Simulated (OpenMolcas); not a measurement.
## Er³⁺: from RASSCF to RASPT2

```
Program             : OpenMolcas 26.06
Basis               : ANO-R2 [9s6p4d3f1g]
Scalar Hamiltonian  : X2C, finite nucleus
Active space        : 11 electrons in 12 orbitals (RAS2 4f; RAS3 5d, at most 1 electron)
State averaging     : 2S+1 = 4 odd, 35 roots; 2S+1 = 2 odd, 112 roots (105 in the spin-orbit step); 2S+1 = 6 even, 175 roots (91 in the spin-orbit step); 2S+1 = 4 even, 127 roots kept (CI in the orbitals of an earlier block, 65 in the spin-orbit step); 2S+1 = 2 even, 124 roots kept (CI in the orbitals of an earlier block, 0 in the spin-orbit step)
Spin-orbit coupling : RASSI with atomic mean-field integrals over the reference wave functions, term energies averaged over their components
```

Methods on the same reference wave functions:
A. RASSCF
B. SS-RASPT2, IPEA 0.25 Eh, imaginary shift 0.1 Eh (closed shells correlated: 5s 5p)

Energies in cm⁻¹ above 4f¹¹ ⁴I°_15/2, the measured ground level; measured values from the list in Tchang-Brillet, Wyart, Meftah and Ait Mammar, Atoms 6, 52 (2018).

```
                  Level      A      B  Measured
          4f¹¹ ⁴I°_15/2    0.0    0.0       0.0
          4f¹¹ ⁴I°_13/2   6572   6610      6508
          4f¹¹ ⁴I°_11/2  10610  10370     10172
    4f¹¹ ⁴I°_9/2 [62 %]  13418  12790     12469
    4f¹¹ ⁴F°_9/2 [62 %]  19054  16650     15405
4f¹¹ ²H°_11/2(1) [64 %]  22694  20650     19332
    4f¹¹ ⁴S°_3/2 [70 %]  23629  20510          
           4f¹¹ ⁴F°_7/2  25232  22400          
           4f¹¹ ⁴F°_5/2  27312  24310          
    4f¹¹ ⁴F°_3/2 [64 %]  27612  24570          
          4f¹¹ ²K°_15/2  32224  30060          
          4f¹¹ ⁴G°_11/2  32871  29340     26708
 4f¹¹ ²G°_7/2(1) [66 %]  33332  30360          
    4f¹¹ ⁴G°_9/2 [66 %]  34022  30680     27767
          4f¹¹ ²K°_13/2  37782  35520          
           4f¹¹ ²P°_1/2  40512  36280          
    4f¹¹ ⁴G°_7/2 [72 %]  40789  37180          
           4f¹¹ ⁴G°_5/2  41428  37400          
 4f¹¹ ²D°_5/2(1) [73 %]  42196  38360          
   4f¹¹ ²I°_11/2 [71 %]  50252  45970          
          4f¹¹ ²L°_17/2  50609  47110          
           4f¹¹ ⁴D°_7/2  52041  45980          
          4f¹¹ ²I°_13/2  52221  48280          
    4f¹¹ ⁴D°_3/2 [72 %]  54877  48910
```

Deviations, from unrounded energies. A percentage is the sum of absolute deviations over the sum of measured energies, with the sign that they share, or ± where signs differ.

| Against measurement | Levels | A | B |
| --- | --- | --- | --- |
| mean absolute deviation (cm-1) | 7 | 3000 | 1200 |
| fine structure of the ground term (%) | 3 | +5.0 | +2.1 |
| other terms of the ground configuration (%) | 4 | +21.8 | +9.1 |

B lies closest to measurement on these levels. The largest miss of B in the table is 4f¹¹ ⁴G°_9/2 [66 %], by +2900 cm-1. The ranking rests on the paired levels alone, and a cruder setting can come out closer through cancelling errors.

From A to B the spin-free energies of the other terms of 4f¹¹ shown, above ⁴I°, scale by factors of 0.84 to 0.92, as is usual when dynamic correlation screens the repulsion within a d or f shell.

The lowest spin-free term lies below A's lowest term by 0.804 hartree in B.

CASPT2 breaks the degeneracy within a term, and the mean is taken; among the terms shown or strongly mixed into the levels shown the widest spread is 270 cm-1 (4f¹¹ ⁴I°, B). High states are left out of the spin-orbit mixing, which shifts the levels that they would mix with. Some levels mix across a computed gap that differs much from the measured one, so their mixing is not that of the real levels. Without dynamic correlation excited terms often stand tens of per cent too high (terms of higher spin than the ground term too low), and those without a measured partner can miss by more than the paired ones (holds for A). Each CASPT2 term energy is a mean over a sample of three components (holds for B). The CASPT2 spread within a term exceeds the gap to the next term for 4f¹¹ ⁴G° and 4f¹¹ ²K°, so the order of their levels is uncertain (holds for B). Computed and measured levels are paired by configuration, term and J; levels that our copy of the source lacks, or whose pairing is in doubt (as where it misses far off the trend of its configuration), stay unpaired and out of the deviations. Only configurations of the active space appear. The table leaves out levels that lie high or whose names do not pair safely across all columns.

A share in square brackets marks a mixed level and gives the weight of the term that names it, the lowest over the columns. A number in round brackets counts repeated terms of one configuration in the order of the reference energies. ° marks odd parity.
